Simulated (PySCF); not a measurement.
## `C=N[Si@@H](C=O)NC`, C$_{3}$H$_{8}$N$_{2}$OSi

Molfile (atoms numbered from 1):
```
C3H8N2OSi
     RDKit          3D

 15 14  0  0  0  0  0  0  0  0999 V2000
    1.0467    1.3424    2.6558 C   0  0  0  0  0  0  0  0  0  0  0  0
    0.9132    0.9058    1.4945 N   0  0  0  0  0  0  0  0  0  0  0  0
   -0.3450    0.0715    0.6669 Si  0  0  1  0  0  4  0  0  0  0  0  0
   -1.0743    1.3817   -0.5346 C   0  0  0  0  0  0  0  0  0  0  0  0
   -2.1985    1.8093   -0.4818 O   0  0  0  0  0  0  0  0  0  0  0  0
    0.5423   -0.9967   -0.3397 N   0  0  0  0  0  0  0  0  0  0  0  0
   -0.0395   -1.7083   -1.4532 C   0  0  0  0  0  0  0  0  0  0  0  0
    1.9440    1.9015    2.9102 H   0  0  0  0  0  0  0  0  0  0  0  0
    0.3250    1.2068    3.4655 H   0  0  0  0  0  0  0  0  0  0  0  0
   -1.4545   -0.4883    1.4510 H   0  0  0  0  0  0  0  0  0  0  0  0
   -0.3952    1.7452   -1.3360 H   0  0  0  0  0  0  0  0  0  0  0  0
    1.3140   -1.5033    0.0673 H   0  0  0  0  0  0  0  0  0  0  0  0
   -0.8219   -1.0936   -1.8939 H   0  0  0  0  0  0  0  0  0  0  0  0
    0.7218   -1.9004   -2.2116 H   0  0  0  0  0  0  0  0  0  0  0  0
   -0.4826   -2.6657   -1.1587 H   0  0  0  0  0  0  0  0  0  0  0  0
  1  2  2  0
  2  3  1  0
  3  4  1  0
  4  5  2  0
  3  6  1  0
  6  7  1  0
  1  8  1  0
  1  9  1  0
  3 10  1  1
  4 11  1  0
  6 12  1  0
  7 13  1  0
  7 14  1  0
  7 15  1  0
M  END
```

Computed with GIAO HF/pcSseg-1 magnetisability, rotational g tensor and spin-rotation constants, non-relativistic, gas phase (PySCF 2.14.0). Geometry: GFN2-xTB.

Question: Give the nuclear spin-rotation constants along the inertial axes (H = +C I·J) beside the isotropic shieldings.

Answer: Rotational constants 2.3403, 1.7845, 1.0950 GHz. A star marks the isotopologue with that one atom substituted, in its own axes.
| atom | isotope | Caa (kHz) | Cbb (kHz) | Ccc (kHz) | mean (kHz) | σ (ppm) |
| --- | --- | --- | --- | --- | --- | --- |
| N2 | 14N | 0.924 | 0.051 | 0.225 | 0.400 | -150.1 |
| N6 | 14N | 0.077 | 0.038 | 0.038 | 0.051 | 258.8 |
| H8 | 1H | 0.027 | -0.144 | -0.013 | -0.043 | 23.7 |
| H9 | 1H | -0.137 | -0.160 | 0.065 | -0.077 | 23.9 |
| H10 | 1H | -0.207 | -0.184 | 0.052 | -0.113 | 27.8 |
| H11 | 1H | -0.175 | -0.126 | 0.136 | -0.055 | 20.7 |
| H12 | 1H | -0.269 | 0.010 | -0.148 | -0.136 | 31.8 |
| H13 | 1H | -0.207 | 0.044 | -0.134 | -0.099 | 29.8 |
| H14 | 1H | -0.197 | -0.103 | -0.030 | -0.110 | 29.0 |
| H15 | 1H | -0.217 | -0.134 | -0.007 | -0.119 | 29.4 |
| C1 | 13C* | 0.980 | 0.344 | 0.523 | 0.616 | 19.9 |
| Si3 | 29Si* | -1.264 | -0.982 | -0.547 | -0.931 | 435.0 |
| C4 | 13C* | 0.585 | 0.980 | 0.683 | 0.750 | -51.2 |
| O5 | 17O* | -0.114 | -2.520 | -1.100 | -1.245 | -606.5 |
| C7 | 13C* | 0.288 | 0.296 | 0.156 | 0.247 | 165.5 |

For the geometry as given, no vibrational averaging.

Question: How do the rotational constants and the g tensor change when H8, H9, H10, H11, H12, H13, H14, H15 are replaced by deuterium?

Answer: Constants 2.1211, 1.4882, 0.9676 GHz; g -0.0405, -0.0245, -0.0177, against -0.0444, -0.0294, -0.0199 before.
